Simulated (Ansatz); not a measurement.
CH6NO2V, SMILES `[CH3][V]([NH2])(=[O])[OH]`, 11 atoms. Charge 0, multiplicity 1. Correlated methods include outer-core shells of V, which these sets cover unevenly. Scalar relativity is left out up to krypton. All runs use 4 threads of an Arm Neoverse V1 on a shared host. Correlated methods freeze the cores.

(1) How many basis functions does each run have, and how long does it take in Ansatz? RKS PBE0-D4/def2-TZVP frequencies; RKS ωB97X-V/def2-TZVPP energy; RKS PBE0-D4/def2-QZVPP energy; RHF-CCSD(T)/def2-SVP energy; direct RPA on PBE orbitals/def2-TZVPP energy; RKS PBE-D4/def2-TZVPP energy and forces; RKS PBE0-D4/def2-TZVP relaxation (7 steps); RKS PBE0-D4/def2-SVP energy; RKS ωB97M-V/def2-QZVPP energy; RHF-MP2/def2-QZVPP energy; RKS r2SCAN-D4/def2-TZVPP energy and forces; RKS ωB97M-V/def2-SVP energy. (Best estimate.)

Results:

(1) Computed: Other jobs shared the machine, so times are rough.

```tsv
level	job	functions	wall time	peak host memory (GiB)
RKS PBE0-D4/def2-SVP	energy	117	1.6 s	0.31
RKS PBE-D4/def2-TZVPP	energy and forces	272	4.3 s	0.39
RKS ωB97M-V/def2-SVP	energy	117	7 s	0.43
RKS r2SCAN-D4/def2-TZVPP	energy and forces	272	8 s	0.43
direct RPA on PBE orbitals/def2-TZVPP	energy	272	11 s	0.83
RKS ωB97X-V/def2-TZVPP	energy	272	12 s	0.94
RKS PBE0-D4/def2-QZVPP	energy	501	12 s	1.9
RHF-CCSD(T)/def2-SVP	energy	117	17 s	0.74
RKS ωB97M-V/def2-QZVPP	energy	501	27 s	2.3
RKS PBE0-D4/def2-TZVP	relaxation (7 steps)	205	36 s	0.6
RHF-MP2/def2-QZVPP	energy	501	38 s	3.3
RKS PBE0-D4/def2-TZVP	frequencies	205	3.5 min	0.6
```
